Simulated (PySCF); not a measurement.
Interval between two levels of Ho³⁺ by level of theory

Ho³⁺ [Xe] 4f10 [5I8, M_J = 8] → Ho³⁺ [Xe] 4f9 6s1 [7H8, M_J = 8], as a difference of total energies. All numbers are calculated (PySCF 2.14, the two-component X2C-1e Hamiltonian, in x2c-SVPall-2c with one added diffuse shell each of s, p, d, f type (8s11p10d4f1g, 128 functions)). Correlated levels: [Ar] 3d10 frozen; the 16 highest virtual spinors dropped. "Screened" scales the spin-orbit matrix elements by Boettger's factors to mimic the two-electron term; Breit and QED terms are absent.

```
                    method  interval between two levels (cm⁻¹)
 GHF (screened spin-orbit)                               90881
GMP2 (screened spin-orbit)                              107390
```

The labels give the starting determinants; with spin-orbit coupling the two ends relaxed to ⟨J²⟩ = 72.01, ⟨L²⟩ = 42.86, ⟨S²⟩ = 5.87 and ⟨J²⟩ = 72.02, ⟨L²⟩ = 30.75, ⟨S²⟩ = 11.76.
